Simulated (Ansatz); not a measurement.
Basis sets compared for the cluster Hg3S2⁺. The state is a doublet with charge 1. Geometry PBE-D4/def2-SVP. Ansatz on 4 threads of Arm Neoverse V2 on a shared host; times are rough, and most runs start from earlier orbitals.

```xyz
5

Hg   -0.814    3.214    2.009
Hg    0.171   -0.813   -1.409
Hg    0.497   -2.319   -3.926
S     0.267   -0.627    2.408
S    -0.122    0.545    0.918
```

In the def2 sets Hg takes a core potential; there is no spin–orbit coupling. Another isomer (doublet) lies 0.08 eV lower at PBE-D4/def2-SVP; other spin states weren't run for this one.

```json
{"level": "PBE-D4/def2-SVP", "functions": "132", "energy (Eh)": "-1256.1825", "HOMO (eV)": "-10.03", "LUMO (eV)": "-8.93", "wall time": "3.3 s"}
{"level": "PBE0-D4/def2-SVP", "functions": "132", "energy (Eh)": "-1256.1039", "HOMO (eV)": "-10.66", "LUMO (eV)": "-8.47", "wall time": "5.5 s"}
```

Q: Estimate the rows for PBE-D4/def2-TZVP (with forces), PBE0-D4/def2-TZVP.

A: 
```json
{"level": "PBE-D4/def2-TZVP (with forces)", "functions": "203", "energy (Eh)": "-1256.4810", "HOMO (eV)": "-10.02", "LUMO (eV)": "-8.89", "wall time": "5.5 s"}
{"level": "PBE0-D4/def2-TZVP", "functions": "203", "energy (Eh)": "-1256.4007", "HOMO (eV)": "-10.65", "LUMO (eV)": "-8.41", "wall time": "9 s"}
```
